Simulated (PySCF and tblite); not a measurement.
The numbers below are computed, except where a source is named.
2 diastereomers of C₅H₈BrF₃, numbered alike:

| isomer | SMILES | descriptors (one enantiomer) |
| --- | --- | --- |
| A | [CH3:1][C@H:2]([Br:3])[C@H:4]([CH3:5])[C:6]([F:7])([F:8])[F:9] | 2S, 4R |
| B | [CH3:1][C@@H:2]([Br:3])[C@H:4]([CH3:5])[C:6]([F:7])([F:8])[F:9] | 2R, 4R |

Protocol: conformer search, at most 3 conformers an isomer, GFN2-xTB geometries, energies CAM-B3LYP/pcSseg-1 (IEF-PCM, chloroform) (D3(BJ) added where defined), GIAO shieldings CAM-B3LYP/pcSseg-1 (IEF-PCM, chloroform), weights at 298.15 K with GFN2-xTB thermal terms. Programs: PySCF with density fitting and tblite.

What shifts does each isomer give (ppm)?


A: ¹H (against TMS): 4.79 (H2, 1H), 2.89 (H4, 1H), 1.68 (H1, 3H), 1.51 (H5, 3H). ¹³C (against TMS): 139.3 (C6), 62.4 (C2), 52.2 (C4), 23.7 (C1), 9.5 (C5).

B: ¹H (against TMS): 4.61 (H2, 1H), 2.55 (H4, 1H), 1.73 (H1, 3H), 1.51 (H5, 3H). ¹³C (against TMS): 139.6 (C6), 62.5 (C2), 51.8 (C4), 27.8 (C1), 11.4 (C5).

Which carbons tell the isomers apart best?

C1: 23.7 in A, 27.8 in B ppm.

Spin–orbit effects of the heavy atoms on shieldings are missing. At a carbon that bears Br the missing effect is some 10 ppm, beside I tens of ppm. Shifts are unscaled: against experiment ¹³C can be off by 15 ppm or more and ¹H by 0.8 ppm. The search found a single conformer for at least one isomer; other rotamers may be missing.
